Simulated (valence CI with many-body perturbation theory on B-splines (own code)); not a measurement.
Values are calculated unless marked as measured or tabulated.
**Rb³²⁺: magnetic and hyperfine properties of the levels**

Level of theory: relativistic CI+MBPT: three valence electrons over a frozen Dirac-Fock core [He], a basis of 11 s, 11 p, 10 d, 8 f, 5 g, 2 h functions for each j, with the one-electron correlation potential Σ1, the two-electron term Σ2, the three-electron term Σ3, Breit, model QED; selected CI, second order for the rest, scaled by the run's own slope (own B-spline code, finite nucleus).

No measured spectrum was set against this ion. As an estimate, large intervals hold to a few tenths of a per cent, small ones and those within an open d or f shell to about a per cent.

A/g_I is the dipole constant over the nuclear g factor μ/I (μ in nuclear magnetons, uniformly magnetised nucleus), B/Q the quadrupole constant per barn. Both hold the static response of the core; the bare values leave it out. Large factors of s and p1/2 electrons are usually good to 5 to 10 %; those of open d and f shells near neutrality can be off by tens of per cent, and small factors of p3/2, d and f electrons come from cancelling terms and can be off by a factor of two or in sign, in half-filled shells by more. B is blank for J = 1/2, where it vanishes, and for nearly pure S terms. Energies count from the lowest level.

Levels are named by their leading jj configuration (3d3/2^4 stands for four electrons in 3d with j = 3/2), which in mixed levels can hold well under half, so a name can repeat and another be missing. Letters in brackets count levels of one name in rising energy.

| Level | E (eV) | g | A/g_I (MHz) | A/g_I bare | B/Q (MHz/b) | B/Q bare |
| --- | --- | --- | --- | --- | --- | --- |
| (2s^2 2p1/2) J=1/2 | 0.0 | 0.655 | 524000 | 519000 |  |  |
| (2s^2 2p3/2) J=3/2 | 68.8 | 1.326 | 92400 | 96000 | 171000 | 172000 |
| (2s 2p1/2^2) J=1/2 | 90.5 | 2.469 | 1320000 | 1310000 |  |  |
| (2s 2p1/2 2p3/2) J=3/2 [a] | 135.8 | 1.701 | 421000 | 419000 | 137000 | 138000 |
| (2s 2p1/2 2p3/2) J=5/2 | 154.3 | 1.460 | 466000 | 464000 | -11400 | -11400 |
| (2s 2p1/2 2p3/2) J=3/2 [b] | 189.1 | 0.899 | -18800 | -13200 | 167000 | 168000 |
| (2s 2p1/2 2p3/2) J=1/2 | 197.7 | 1.103 | -149000 | -142000 |  |  |
| (2s 2p3/2^2) J=5/2 | 224.8 | 1.323 | 423000 | 418000 | 183000 | 184000 |
| (2s 2p3/2^2) J=1/2 | 270.9 | 1.739 | 1550000 | 1510000 |  |  |
| (2s 2p3/2^2) J=3/2 | 272.3 | 1.243 | -181000 | -170000 | -99100 | -99400 |
| (2p1/2^2 2p3/2) J=3/2 | 295.4 | 1.533 | 59600 | 69800 | 116000 | 116000 |
| (2p1/2 2p3/2^2) J=3/2 | 348.7 | 1.318 | 16000 | 22600 | 70800 | 71000 |
| (2p1/2 2p3/2^2) J=5/2 | 361.5 | 1.191 | 173000 | 177000 | -1050 | -1050 |
| (2p1/2 2p3/2^2) J=1/2 | 387.1 | 0.655 | 526000 | 518000 |  |  |
| (2p3/2^3) J=3/2 | 440.8 | 1.260 | 91700 | 96900 | -185000 | -185000 |
| (2s^2 3s) J=1/2 | 2231.9 | 1.998 | 476000 | 469000 |  |  |
| (2s^2 3p1/2) J=1/2 | 2266.5 | 0.668 | 145000 | 144000 |  |  |
| (2s^2 3p3/2) J=3/2 | 2285.7 | 1.340 | 79600 | 79800 | 50200 | 50300 |
| (2s 2p1/2 3s) J=1/2 [a] | 2299.9 | 2.495 | 966000 | 950000 |  |  |
| (2s 2p1/2 3s) J=3/2 | 2311.1 | 1.630 | 772000 | 761000 | -73800 | -74000 |
| (2s^2 3d3/2) J=3/2 | 2316.3 | 0.798 | 25500 | 25300 | 9920 | 10100 |
| (2s 2p1/2 3s) J=1/2 [b] | 2322.2 | 0.743 | 668000 | 660000 |  |  |
| (2s^2 3d5/2) J=5/2 | 2322.3 | 1.197 | 8620 | 8600 | 13400 | 13600 |
| (2s 2p1/2 3p1/2) J=1/2 [a] | 2329.7 | 0.224 | -111000 | -108000 |  |  |
| (2s 2p1/2 3p1/2) J=3/2 | 2339.7 | 1.194 | 686000 | 676000 | -61600 | -61700 |
| (2s 2p1/2 3p1/2) J=1/2 [b] | 2355.1 | 2.155 | 1500000 | 1480000 |  |  |
| (2s 2p1/2 3p3/2) J=3/2 [a] | 2355.8 | 1.441 | 120000 | 119000 | 37700 | 37800 |
| (2s 2p1/2 3p3/2) J=1/2 | 2363.9 | 1.147 | -587000 | -577000 |  |  |
| (2s 2p1/2 3p3/2) J=5/2 | 2365.0 | 1.373 | 405000 | 401000 | -11000 | -11000 |
| (2s 2p3/2 3s) J=5/2 | 2367.3 | 1.591 | 476000 | 472000 | 172000 | 173000 |
| (2s 2p1/2 3p3/2) J=3/2 [b] | 2369.2 | 1.233 | 223000 | 221000 | 56200 | 56300 |
| (2s 2p1/2 3d3/2) J=3/2 [a] | 2376.8 | 0.516 | -153000 | -150000 | 19000 | 19100 |
| (2s 2p3/2 3s) J=3/2 [a] | 2380.4 | 1.381 | 517000 | 513000 | 130000 | 130000 |
| (2s 2p1/2 3d3/2) J=5/2 | 2384.7 | 1.087 | 217000 | 214000 | -16500 | -16400 |
| (2s 2p1/2 3d5/2) J=5/2 [a] | 2392.0 | 1.361 | 272000 | 268000 | 361 | 474 |
| (2s 2p1/2 3d3/2) J=3/2 [b] | 2395.4 | 1.304 | 190000 | 186000 | 30700 | 30800 |
| (2s 2p1/2 3d3/2) J=1/2 | 2395.8 | 0.327 | -626000 | -617000 |  |  |
| (2s 2p1/2 3d5/2) J=7/2 | 2396.9 | 1.268 | 286000 | 282000 | -53900 | -53900 |
| (2s 2p1/2 3d5/2) J=3/2 | 2406.1 | 0.993 | -141000 | -139000 | 8240 | 8370 |
| (2s 2p3/2 3p1/2) J=3/2 [a] | 2406.2 | 1.601 | 552000 | 548000 | 118000 | 118000 |

Problem. Take the isotope of mass number 85, with I = 5/2, μ = 1.35306 μN and Q = 0.276 b. What is the hyperfine structure of (2s 2p1/2^2) J=1/2?

Solution. From the table A = 717000 MHz. Shifts from the centre of gravity in MHz: F = 2: -1250000, F = 3: 896000.
